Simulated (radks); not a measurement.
The dysprosium ion Dy2+, 64 electrons, occupied as [Xe] 4f10. Calculated with a radial shooting solver on a logarithmic mesh with Libxc functionals: Dirac Kohn-Sham, OLYP, spin-unpolarised, spherical densities, finite nucleus; open shells are shared between the two j in proportion to 2j + 1; Fermi nuclear charge, rms radius 5.2218 fm.

Normalised radial functions P(r) = r R(r) (large component), r in bohr:

r           5p1/2    5p3/2
0.002328   0.0091   0.0033
0.00308    0.0131   0.0055
0.004076   0.0189   0.0091
0.005393   0.0276   0.0150
0.007135   0.0403   0.0243
0.009441   0.0587   0.0388
0.01249    0.0842   0.0601
0.0164     0.1166   0.0891
0.02169    0.1564   0.1273
0.0287     0.1968   0.1700
0.03798    0.2234   0.2056
0.05025    0.2127   0.2126
0.06649    0.1378   0.1621
0.08797   -0.0125   0.0351
0.1164    -0.2005  -0.1463
0.154     -0.3204  -0.2913
0.2038    -0.2412  -0.2664
0.2696     0.0643  -0.0102
0.3567     0.4034   0.3337
0.472      0.4532   0.4572
0.6245     0.0739   0.1697
0.8264    -0.5051  -0.3744
1.093     -0.9009  -0.8158
1.447     -0.9151  -0.9123
1.914     -0.6374  -0.6910
2.533     -0.3105  -0.3688
3.351     -0.1057  -0.1403
4.434     -0.0224  -0.0341

5p1/2: eigenvalue -42.784 eV, 3 radial nodes at r = 0.0863, 0.257, 0.648 bohr, <r> = 1.46 bohr, 90 % of the charge inside 2.14 bohr. 5p3/2: eigenvalue -38.016 eV, 3 radial nodes at r = 0.0932, 0.272, 0.686 bohr, <r> = 1.56 bohr, 90 % of the charge inside 2.30 bohr.
